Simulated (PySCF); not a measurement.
PySCF input (HF/def2-TZVPD):

```python
from pyscf import gto, scf, dft

mol = gto.M(
    atom='''
    Mg    0.00000000    0.00000000    0.00000000
    I    -0.00000000   -0.00000000   -2.59576746
    I     0.00000000    0.00000000    2.59576746
    ''',
    basis='def2-tzvpd',
    ecp='def2-tzvp',
    charge=1,
    spin=1,
    symmetry='D2h',
    verbose=4,
)

mf = scf.UHF(mol).density_fit(auxbasis='def2-universal-jkfit')
mf.conv_tol = 1e-9
mf.max_cycle = 100
mf.max_memory = 1500
mf.kernel()
if not mf.converged:
    mf = mf.newton()
    mf.kernel(mf.make_rdm1())
mf.analyze()
```

End of the output:

```
Extra cycle  E= -792.743929393926  delta_E= -2.39e-11  |g|= 2.22e-06  |ddm|= 1e-05
converged SCF energy = -792.743929393926  <S^2> = 0.80024031  2S+1 = 2.0496247
**** SCF Summaries ****
Total Energy =                        -792.743929393926123
Nuclear Repulsion Energy =             186.023676005438489
One-electron Energy =                -1674.017755181663233
Two-electron Energy =                  695.250149782298649
Two-electron Coulomb Energy =          753.494995370461083
DFT Exchange-Correlation Energy =      -58.244845588162434
HOMO-LUMO gap [eV] =                     3.202085327413760
Wave-function symmetry = B3g
alpha occupancy for each irrep:     Ag  B1g  B2g  B3g   Au  B1u  B2u  B3u
                                     8    1    3    3    1    7    4    4
beta  occupancy for each irrep:     Ag  B1g  B2g  B3g   Au  B1u  B2u  B3u
                                     8    1    3    2    1    7    4    4
**** MO energy ****
alpha MO #1 (Ag #1), energy= -49.3074198340696 occ= 1
alpha MO #2 (B1u #1), energy= -7.93940939243856 occ= 1
alpha MO #3 (Ag #2), energy= -7.93940855314909 occ= 1
alpha MO #4 (B3g #1), energy= -5.79470346700654 occ= 1
alpha MO #5 (B2u #1), energy= -5.79470325745138 occ= 1
alpha MO #6 (B1u #2), energy= -5.78525160322374 occ= 1
alpha MO #7 (Ag #3), energy= -5.7852511782202 occ= 1
alpha MO #8 (B2g #1), energy= -5.78164935922199 occ= 1
alpha MO #9 (B3u #1), energy= -5.7816491627215 occ= 1
alpha MO #10 (Ag #4), energy= -4.04340692292104 occ= 1
alpha MO #11 (B3u #2), energy= -2.5638968289468 occ= 1
alpha MO #12 (B1u #3), energy= -2.56362724242443 occ= 1
alpha MO #13 (B2u #2), energy= -2.56349470125855 occ= 1
alpha MO #14 (Ag #5), energy= -2.48688627948302 occ= 1
alpha MO #15 (B1u #4), energy= -2.48684094467161 occ= 1
alpha MO #16 (B3g #2), energy= -2.48546018425926 occ= 1
alpha MO #17 (B2u #3), energy= -2.48544829719399 occ= 1
alpha MO #18 (Au #1), energy= -2.4814531933036 occ= 1
alpha MO #19 (B1g #1), energy= -2.4814521441868 occ= 1
alpha MO #20 (B2g #2), energy= -2.47506179728959 occ= 1
alpha MO #21 (B3u #3), energy= -2.47505063640223 occ= 1
alpha MO #22 (Ag #6), energy= -2.47488590506192 occ= 1
alpha MO #23 (B1u #5), energy= -2.47483487757464 occ= 1
alpha MO #24 (Ag #7), energy= -1.09776463694205 occ= 1
alpha MO #25 (B1u #6), energy= -1.09510308119153 occ= 1
alpha MO #26 (Ag #8), energy= -0.636195607364989 occ= 1
alpha MO #27 (B2u #4), energy= -0.608634237839373 occ= 1
alpha MO #28 (B1u #7), energy= -0.606570279428333 occ= 1
alpha MO #29 (B3g #3), energy= -0.605988764760363 occ= 1
alpha MO #30 (B3u #4), energy= -0.576367588620989 occ= 1
alpha MO #31 (B2g #3), energy= -0.572879913957866 occ= 1
alpha MO #32 (Ag #9), energy= -0.150378379981639 occ= 0
alpha MO #33 (B2u #5), energy= -0.110826999290231 occ= 0
alpha MO #34 (B3u #5), energy= -0.106575321154221 occ= 0
alpha MO #35 (B1u #8), energy= -0.0624313056185271 occ= 0
alpha MO #36 (B2u #6), energy= -0.0477566676280112 occ= 0
alpha MO #37 (B3u #6), energy= -0.045397894125192 occ= 0
alpha MO #38 (Ag #10), energy= -0.0426829294406533 occ= 0
alpha MO #39 (Ag #11), energy= -0.0352002844723787 occ= 0
alpha MO #40 (B3g #4), energy= -0.0347480971891647 occ= 0
alpha MO #41 (B2g #4), energy= -0.031969404306734 occ= 0
alpha MO #42 (B1u #9), energy= -0.0203509860638729 occ= 0
alpha MO #43 (B1g #2), energy= -0.0150159654877413 occ= 0
alpha MO #44 (Ag #12), energy= -0.0145622703152088 occ= 0
alpha MO #45 (B2u #7), energy= 0.00772695228161968 occ= 0
alpha MO #46 (B3u #7), energy= 0.00938694490950898 occ= 0
alpha MO #47 (B1u #10), energy= 0.0279444971432747 occ= 0
alpha MO #48 (Au #2), energy= 0.027982655809704 occ= 0
alpha MO #49 (B3g #5), energy= 0.0299045871270609 occ= 0
alpha MO #50 (B2g #5), energy= 0.038113355407706 occ= 0
alpha MO #51 (B1u #11), energy= 0.0495444481143101 occ= 0
alpha MO #52 (Ag #13), energy= 0.0519835824271482 occ= 0
alpha MO #53 (B1u #12), energy= 0.0938306492284902 occ= 0
alpha MO #54 (B1g #3), energy= 0.101806867410572 occ= 0
alpha MO #55 (Ag #14), energy= 0.101834204876886 occ= 0
alpha MO #56 (B2u #8), energy= 0.107504922925402 occ= 0
alpha MO #57 (B3u #8), energy= 0.113900311801673 occ= 0
alpha MO #58 (Ag #15), energy= 0.118659575931818 occ= 0
alpha MO #59 (B1u #13), energy= 0.124235524187574 occ= 0
alpha MO #60 (B3g #6), energy= 0.162036420634459 occ= 0
alpha MO #61 (B2g #6), energy= 0.168974846136036 occ= 0
alpha MO #62 (Ag #16), energy= 0.202577810760715 occ= 0
alpha MO #63 (B3g #7), energy= 0.21386095197033 occ= 0
alpha MO #64 (B2g #7), energy= 0.223320602357323 occ= 0
alpha MO #65 (B2u #9), energy= 0.236777339303179 occ= 0
alpha MO #66 (B3u #9), energy= 0.246907179393205 occ= 0
alpha MO #67 (B1u #14), energy= 0.263480300829555 occ= 0
alpha MO #68 (B2u #10), energy= 0.280092111787041 occ= 0
alpha MO #69 (B3u #10), energy= 0.283695738814338 occ= 0
alpha MO #70 (Ag #17), energy= 0.302880140106439 occ= 0
alpha MO #71 (B1g #4), energy= 0.303376671831703 occ= 0
alpha MO #72 (Au #3), energy= 0.316686000442281 occ= 0
alpha MO #73 (B1u #15), energy= 0.317100021169566 occ= 0
alpha MO #74 (Ag #18), energy= 0.339283272102289 occ= 0
alpha MO #75 (B2u #11), energy= 0.372587795363667 occ= 0
alpha MO #76 (B3u #11), energy= 0.384582444478823 occ= 0
alpha MO #77 (B1u #16), energy= 0.403216103515787 occ= 0
alpha MO #78 (B3g #8), energy= 0.418396468997591 occ= 0
alpha MO #79 (Ag #19), energy= 0.423088812560223 occ= 0
alpha MO #80 (B2g #8), energy= 0.429967177324877 occ= 0
alpha MO #81 (B1u #17), energy= 0.537374243493181 occ= 0
alpha MO #82 (B1g #5), energy= 0.556645325334982 occ= 0
alpha MO #83 (Ag #20), energy= 0.556666365921551 occ= 0
alpha MO #84 (Ag #21), energy= 0.620026764606386 occ= 0
alpha MO #85 (B3g #9), energy= 0.62317974267842 occ= 0
alpha MO #86 (B2g #9), energy= 0.629394058796804 occ= 0
alpha MO #87 (Ag #22), energy= 0.750187820426639 occ= 0
alpha MO #88 (B1u #18), energy= 0.774897293037565 occ= 0
alpha MO #89 (Au #4), energy= 0.91690641337693 occ= 0
alpha MO #90 (B1u #19), energy= 0.917058427275537 occ= 0
alpha MO #91 (B2u #12), energy= 0.917620103554532 occ= 0
alpha MO #92 (B3u #12), energy= 0.91878354555439 occ= 0
alpha MO #93 (B3g #10), energy= 0.919717710479848 occ= 0
alpha MO #94 (B2g #10), energy= 0.919751432071681 occ= 0
alpha MO #95 (B1g #6), energy= 0.930657632053387 occ= 0
alpha MO #96 (Ag #23), energy= 0.93113025531877 occ= 0
alpha MO #97 (B2u #13), energy= 0.936395187239247 occ= 0
alpha MO #98 (B3u #13), energy= 0.954149320217929 occ= 0
alpha MO #99 (B3g #11), energy= 1.01995153403556 occ= 0
alpha MO #100 (B2g #11), energy= 1.03679674163525 occ= 0
alpha MO #101 (B1u #20), energy= 1.12001360269466 occ= 0
alpha MO #102 (Ag #24), energy= 1.17864042598955 occ= 0
[...]
```
